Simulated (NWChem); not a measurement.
System: WN₃H₅O; SMILES [NH]=[W](=[NH])([NH2])[OH]

NWChem input:

```
start job
memory heap 200 mb stack 900 mb global 1100 mb
geometry units angstroms noautoz
  W      0.064092     0.025129     0.000410
  N     -0.908120     0.168287    -1.452508
  H     -1.744316     0.276745    -2.015570
  N     -0.904609     0.171467     1.455307
  H     -1.738707     0.280309     2.021379
  O      0.986404    -1.646477     0.000866
  H      0.620767    -2.534908    -0.003952
  N      1.320219     1.520441    -0.002399
  H      1.581282     2.036596     0.832060
  H      1.580273     2.034248    -0.838623
end
basis spherical
  * library def2-svp
end
ecp
  W library def2-ecp
end
dft
  xc n12
  iterations 150
  mulliken
end
task dft energy
```

Coordinates come from a PBE0/def2-SVP optimisation. No frequency run checked for a minimum. def2 effective core potentials on W; no spin-orbit coupling.

### Question
Give the results of this calculation. (N12/def2-SVP with def2 effective core potentials on W.) Quantities: energy (Ha); highest occupied level (eV); orbital gap (eV); dipole (D).

### Answer
```json
{
 "energy (Ha)": "-309.56",
 "highest occupied level (eV)": "-5.65",
 "orbital gap (eV)": "4.71",
 "dipole (D)": "1.09"
}
```
